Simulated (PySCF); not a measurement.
How methods differ on the ionisation energy of Ge(2+)

Ge(2+) [Ar] 3d10 4s2 (1S) → Ge(3+) [Ar] 3d10 4s1 (2S), as a difference of total energies. Calculation: PySCF 2.14, in aug-cc-pVQZ-PP with one added diffuse shell each of s, p, d, f, g type with ECP10MDF (8s7p6d4f3g, 114 functions); a scalar-relativistic core potential. Correlated levels: valence: 3s2 3p6 3d10 frozen. The calculations carry no spin-orbit coupling.

```tsv
method	ionisation energy (eV)
UHF	32.191
LDA	34.758
PBE	34.294
PBE0	33.952
r2SCAN	34.026
revPBE	34.083
r2SCANh	33.942
PW91	34.390
MP2 (valence)	33.012
SCS-MP2 (valence)	33.176
```

**Question.** How much does correlation contribute at MP2 (valence)?

**Answer.** 33.012 − (32.191) = 0.821 eV, measured against UHF.

Errors of the correlated levels include the incompleteness of this basis and the frozen core.

MP2 underrates the near-degeneracy of ns² with np² in the lower species.

For comparison: 34.058 eV (measured; NIST Atomic Spectra Database, ionization energies).
